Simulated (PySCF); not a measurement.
Compound: C3H5FSe.
Bonds: C1–C2 (double), C2–F3, C2–C4, C4–Se5. Hydrogens: H6, H7 on C1; H8, H9 on C4; H10 on Se5.

Level of theory: PySCF, PBE0-D3(BJ)/def2-SVP geometry optimisation, gas phase.

Task: List the bond lengths, angles and torsions at this level.

Result: 
```json
{"bond": "C1=C2", "length (Å)": "1.330", "order": "double"}
{"bond": "C2–F3", "length (Å)": "1.340", "order": "single"}
{"bond": "C2–C4", "length (Å)": "1.482", "order": "single"}
{"bond": "C4–Se5", "length (Å)": "1.968", "order": "single"}
{"bond": "C1–H6", "length (Å)": "1.091", "order": "single"}
{"bond": "C1–H7", "length (Å)": "1.090", "order": "single"}
{"bond": "C4–H8, C4–H9", "length (Å)": "1.098", "order": "single"}
{"bond": "Se5–H10", "length (Å)": "1.470", "order": "single"}
```

Bonds in one row agree within 0.01 Å and their mean is given. Orders are formal, as drawn. A selection of angles:
```json
{"angle": "C2–C1–H6", "degrees": "120.5"}
{"angle": "C2–C1–H7", "degrees": "120.2"}
{"angle": "H6–C1–H7", "degrees": "119.3"}
{"angle": "C1–C2–F3", "degrees": "120.2"}
{"angle": "C1–C2–C4", "degrees": "127.6"}
{"angle": "F3–C2–C4", "degrees": "112.2"}
{"angle": "C2–C4–Se5", "degrees": "113.1"}
{"angle": "C2–C4–H8", "degrees": "110.6"}
{"angle": "Se5–C4–H8", "degrees": "108.1"}
{"angle": "Se5–C4–H9", "degrees": "105.5"}
{"angle": "H8–C4–H9", "degrees": "108.7"}
{"angle": "C4–Se5–H10", "degrees": "93.7"}
```

Torsions: C1–C2–C4–Se5 115° (anticlinal); H10–Se5–C4–C2 59° (synclinal). The mirror-image conformer, all signs reversed, is as good.

The C–C distances run from 1.330 Å (C1=C2, drawn double) to 1.482 Å (C2–C4, drawn single), a spread of 0.152 Å. Of the pairs four or more bonds apart, F3···H10 is among the closest relative to their van der Waals radii: 2.69 Å, 101 % of the sum of Bondi's values.

Point group: C1 (no symmetry element, even within 0.4 Å). No frequency check. One conformer, not necessarily the lowest (C1–C2–C4–Se5 115°, C2–C4–Se5–H 59°).
